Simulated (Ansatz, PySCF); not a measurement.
Noncovalent pair: NH3 (SMILES N) (first 4 atoms) with C2H6O (SMILES COC); geometry from B3LYP-D3(BJ)/def2-TZVP, rigid monomers moved along the line of their centres of mass till H4···O6 is 3.07 Å.
(charge 0, multiplicity 1):
```xyz
13

N      0.498    -0.020     0.167
H     -0.037     0.569    -0.460
H      0.691    -0.883    -0.329
H     -0.099    -0.248     0.958
C     -0.470     1.181     4.180
O     -0.595    -0.215     3.987
C      0.571    -0.914     4.377
H      0.350     1.590     3.579
H     -0.292     1.418     5.236
H     -1.408     1.637     3.867
H      1.438    -0.598     3.785
H      0.386    -1.974     4.208
H      0.789    -0.755     5.441
```

Monomers are frozen at their geometry in the pair; levels with a basis set take the counterpoise correction.

Correlated levels freeze the cores.

The values were computed with Ansatz (a quantum-chemistry and plane-wave program) with Gaussian orbitals; PySCF for the dispersion terms. Each number belongs to the level named beside it.

PBE/def2-TZVPPD gives -1.30 kcal/mol for the interaction energy.

**Question.** Where do these levels fall relative to PBE: PBE-D3(BJ)/def2-TZVPPD, r2SCAN/def2-TZVPPD, B3LYP/def2-TZVPPD, wB97M-V/def2-TZVPPD, MP2/aug-cc-pVDZ, CCSD(T)/aug-cc-pVDZ.

**Answer.** PBE-D3(BJ)/def2-TZVPPD -0.52; r2SCAN/def2-TZVPPD -0.07; B3LYP/def2-TZVPPD 0.38; wB97M-V/def2-TZVPPD -0.35; MP2/aug-cc-pVDZ -0.33; CCSD(T)/aug-cc-pVDZ -0.32 kcal/mol. 1 of 6 lie above PBE; the widest gap is to PBE-D3(BJ)/def2-TZVPPD.
